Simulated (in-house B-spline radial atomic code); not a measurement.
Whole-atom quantities along the 47-electron series, configuration [Kr] 4d10 5s1. Computed with a B-spline radial code for spherical atoms: non-relativistic Hartree-Fock, average of the configuration, point nuclei.

This level leaves out relativity, spin-orbit splitting included, which matters for heavy ions.

```tsv
ion	Z	E/Z² (Eh)	Σ<r²> (bohr²)	n(0)/Z³ (bohr⁻³)	Lamb diamagnetic shielding (ppm)	repulsion over attraction
Ag	47	-2.353	50.592	0.70123	4677.29	0.16062
Cd+	48	-2.3719	39.192	0.702	4807.67	0.15929
In2+	49	-2.3904	32.935	0.70276	4937.28	0.15779
Sn3+	50	?	?	?	?	?
Sb4+	51	-2.4261	25.331	0.70422	5195.26	0.15451
Te5+	52	-2.4432	22.724	0.70492	5323.85	0.1528
I6+	53	?	?	?	?	?
Xe7+	54	-2.4763	18.783	0.70627	5580.52	0.14933
Cs8+	55	-2.4922	17.246	0.70692	5708.66	0.14759
Ba9+	56	-2.5077	15.916	0.70755	5836.7	0.14586
La10+	57	-2.5228	14.752	0.70817	5964.65	0.14413
Ce11+	58	?	?	?	?	?
Pr12+	59	-2.5518	12.813	0.70936	6220.35	0.14073
Nd13+	60	-2.5658	11.997	0.70993	6348.11	0.13906
Pm14+	61	-2.5795	11.262	0.71049	6475.82	0.13741
```

Task: Fill in the row of Sn3+.

Result: E/Z² (Eh): -2.4085; Σ<r²> (bohr²): 28.608; n(0)/Z³ (bohr⁻³): 0.7035; Lamb diamagnetic shielding (ppm): 5066.43; repulsion over attraction: 0.15618.

Task: Fill in the row of I6+.

Result: E/Z² (Eh): -2.46; Σ<r²> (bohr²): 20.582; n(0)/Z³ (bohr⁻³): 0.70561; Lamb diamagnetic shielding (ppm): 5452.26; repulsion over attraction: 0.15107.

Task: Fill in the row of Ce11+.

Result: E/Z² (Eh): -2.5375; Σ<r²> (bohr²): 13.725; n(0)/Z³ (bohr⁻³): 0.70877; Lamb diamagnetic shielding (ppm): 6092.53; repulsion over attraction: 0.14242.

Task: With what power of Z does the column «Σ<r²> (bohr²)» change over this range?

Result: A fit of the logarithm of its size against log Z from Z = 47 to 61 has slope -5.37. Unscreened non-relativistic hydrogenic orbitals would give -2.
